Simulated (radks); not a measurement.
Values are calculated unless marked as measured or tabulated.
The bromine ion Br2+ inside a hard spherical wall (all orbitals vanish at R), configuration held at [Ar] 3d10 4s2 4p3 and not refilled when levels cross. Level of theory: scalar-relativistic Kohn-Sham, r2SCAN, spin-polarised, spherical densities, finite nucleus; open shells are filled with parallel spins first; meta-GGA in the generalised Kohn-Sham scheme; Fermi nuclear charge, rms radius 4.1629 fm (a radial shooting solver on a logarithmic mesh with Libxc functionals). Eigenvalues in eV for spin up, with the zero of energy where the potential of the charges vanishes at infinity; a dash marks a level that is unbound or too diffuse for the functional's potential to be trusted. A positive occupied level is held by the wall or, in an anion where self-interaction has pushed it up, behind a barrier. The pressure on the wall is -dE/dV.

R (bohr) = free: E (hartree) -2605.63195; kinetic (hartree) 2662.157; e(3p) -201.75; e(3d) -92.117; e(4s) -44.246; e(4p) -30.049; e(4d, empty) -11.444; e(5s, empty) -; pressure (GPa) 0
R (bohr) = 20: E (hartree) -2605.63195; kinetic (hartree) 2662.157; e(3p) -201.75; e(3d) -92.117; e(4s) -44.246; e(4p) -30.049; e(4d, empty) -11.444; e(5s, empty) -; pressure (GPa) < 0.0001
R (bohr) = 12: E (hartree) -2605.63195; kinetic (hartree) 2662.157; e(3p) -201.75; e(3d) -92.117; e(4s) -44.246; e(4p) -30.049; e(4d, empty) -11.444; e(5s, empty) -10.875; pressure (GPa) < 0.0001
R (bohr) = 10: E (hartree) -2605.63195; kinetic (hartree) 2662.157; e(3p) -201.75; e(3d) -92.117; e(4s) -44.246; e(4p) -30.049; e(4d, empty) -11.443; e(5s, empty) -10.862; pressure (GPa) < 0.0001
R (bohr) = 8: E (hartree) -2605.63195; kinetic (hartree) 2662.157; e(3p) -201.75; e(3d) -92.116; e(4s) -44.246; e(4p) -30.049; e(4d, empty) -11.424; e(5s, empty) -10.714; pressure (GPa) 0.000234
R (bohr) = 6: E (hartree) -2605.63151; kinetic (hartree) 2662.163; e(3p) -201.72; e(3d) -92.095; e(4s) -44.231; e(4p) -30.032; e(4d, empty) -11.175; e(5s, empty) -9.434; pressure (GPa) 0.0720
R (bohr) = 4: E (hartree) -2605.57422; kinetic (hartree) 2662.639; e(3p) -200.45; e(3d) -90.835; e(4s) -43.351; e(4p) -28.895; e(4d, empty) -7.777; e(5s, empty) 2.184; pressure (GPa) 19.7
R (bohr) = 3.5: E (hartree) -2605.44882; kinetic (hartree) 2663.440; e(3p) -198.67; e(3d) -89.091; e(4s) -42.006; e(4p) -27.100; e(4d, empty) -4.140; e(5s, empty) 13.112; pressure (GPa) 80.2
R (bohr) = 3: E (hartree) -2605.06284; kinetic (hartree) 2665.450; e(3p) -194.97; e(3d) -85.470; e(4s) -38.704; e(4p) -22.732; e(4d, empty) 3.379; e(5s, empty) 34.687; pressure (GPa) 336
R (bohr) = 2: E (hartree) -2599.88632; kinetic (hartree) 2684.793; e(3p) -173.09; e(3d) -63.901; e(4s) -5.360; e(4p) 17.706; e(4d, empty) 57.727; e(5s, empty) 182.10; pressure (GPa) 8310
R (bohr) = 1.5: E (hartree) -2583.96593; kinetic (hartree) 2735.513; e(3p) -137.51; e(3d) -26.613; e(4s) 83.518; e(4p) 115.13; e(4d, empty) 163.70; e(5s, empty) 459.57; pressure (GPa) 65900
